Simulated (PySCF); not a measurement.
## V (vanadium, neutral) across methods

[Ar] 3d2 4s2 5s1, high-spin 4F determinant (an excited configuration). Computed with PySCF 2.14 in aug-cc-pVDZ-DK (7s6p4d2f, 59 functions), with the spin-free X2C one-electron Hamiltonian (Gaussian nucleus).

```csv
method,E (hartree),mean ε 4s α (eV),mean ε 4s β (eV),mean ε 5s α (eV),Σ⟨r²⟩ (bohr²),⟨S²⟩
UHF,-947.84115,-11.597,-10.885,-2.360,119.4,3.754
LDA,-946.607,-9.347,-8.810,-1.629,107.7,3.751
PBE,-948.598,-9.164,-8.624,-1.653,110.2,3.751
B3LYP,-948.868,-9.791,-9.356,-1.762,110.2,3.751
LC-wPBE,-948.648,-12.250,-11.637,-2.659,114.9,3.752
M06-2X,-948.860,-9.955,-10.096,-2.268,97.44,3.754
PBE0,-948.633,-9.956,-9.407,-1.908,112.0,3.752
r2SCAN,-948.781,-9.215,-8.732,-1.628,109.5,3.756
```

Problem. Estimate the same row for revPBE.

Solution. E (hartree) = -948.735; mean ε 4s α (eV) = -9.099; mean ε 4s β (eV) = -8.584; mean ε 5s α (eV) = -1.662; Σ⟨r²⟩ (bohr²) = 111.4; ⟨S²⟩ = 3.751.

The outer electron is Rydberg-like, and this basis confines it to a smaller radius and binds it less than a complete one would.
